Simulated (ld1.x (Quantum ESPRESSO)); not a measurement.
**Which change was made? (O, TM)**

- Element: O
- Generator: ld1.x (Quantum ESPRESSO) 7.5
- Type: norm-conserving Troullier–Martins (Kleinman–Bylander form)
- Functional: BLYP
- Relativity: fully relativistic
- Frozen core: [He]
- Valence charge: 6
- Reference configuration: 2s2 2p3 (charge +1)
- Partial waves: 2s (bound): rc 0.95 bohr; 2p (bound): rc 1.10 bohr
- Local potential: all-electron potential smoothed inside 0.85 bohr (lloc = -1)
- Core correction: none

Open shells are filled in proportion to 2j + 1 (rel_dist='average').

Cutoffs, loose and tight: the cutoffs (Ry, on a coarse ladder) from which the occupation-weighted sum of valence levels, in a spherical-Bessel basis at the reference potential, stays within 10 and 1 mRy of its value at 400 Ry. They do not see the model core or the augmentation charge, which bear on the density cutoff. Test errors are all-electron minus pseudo excitation energies from the reference, over the configurations 2s2 2p4; 2s2 2p2; 2s2 2p1; 2s2 2p3.5; 2s2 2p0; 2s1 2p4; 2s2 2p4.3; variants that change the core or the reference have their own tests.

The base gives: outcome: generated; cutoff, loose: 100 Ry; cutoff, tight: 180 Ry; bound ghosts: none; largest test error (meV): +914.

(1) After one change the result is: outcome: generated; cutoff, loose: 120 Ry; cutoff, tight: 200 Ry; bound ghosts: none; largest test error (meV): +781. Which change was it?
A. all radii scaled by about 1.11 (s 1.06, p 1.22 bohr); local potential all-electron potential smoothed inside 0.94 bohr (lloc = -1)
B. all radii scaled by about 0.76 (s 0.72, p 0.84 bohr); local potential all-electron potential smoothed inside 0.64 bohr (lloc = -1)
C. all radii scaled by about 0.93 (s 0.88, p 1.02 bohr); local potential all-electron potential smoothed inside 0.78 bohr (lloc = -1)
D. all radii scaled by about 1.36 (s 1.28, p 1.50 bohr); local potential all-electron potential smoothed inside 1.16 bohr (lloc = -1)
E. all radii scaled by about 1.24 (s 1.18, p 1.36 bohr); local potential all-electron potential smoothed inside 1.06 bohr (lloc = -1)

Answers

(1) C. The others give: all radii scaled by about 1.24 (s 1.18, p 1.36 bohr); local potential all-electron potential smoothed inside 1.06 bohr (lloc = -1) → outcome: generated; cutoff, loose: 70 Ry; cutoff, tight: 120 Ry; bound ghosts: none; largest test error (meV): +1686 | all radii scaled by about 0.76 (s 0.72, p 0.84 bohr); local potential all-electron potential smoothed inside 0.64 bohr (lloc = -1) → outcome: generated; cutoff, loose: 160 Ry; cutoff, tight: 260 Ry; bound ghosts: none; largest test error (meV): +626 | all radii scaled by about 1.11 (s 1.06, p 1.22 bohr); local potential all-electron potential smoothed inside 0.94 bohr (lloc = -1) → outcome: generated; cutoff, loose: 90 Ry; cutoff, tight: 140 Ry; bound ghosts: none; largest test error (meV): +1229 | all radii scaled by about 1.36 (s 1.28, p 1.50 bohr); local potential all-electron potential smoothed inside 1.16 bohr (lloc = -1) → outcome: generated; cutoff, loose: 60 Ry; cutoff, tight: 100 Ry; bound ghosts: none; largest test error (meV): +2295.
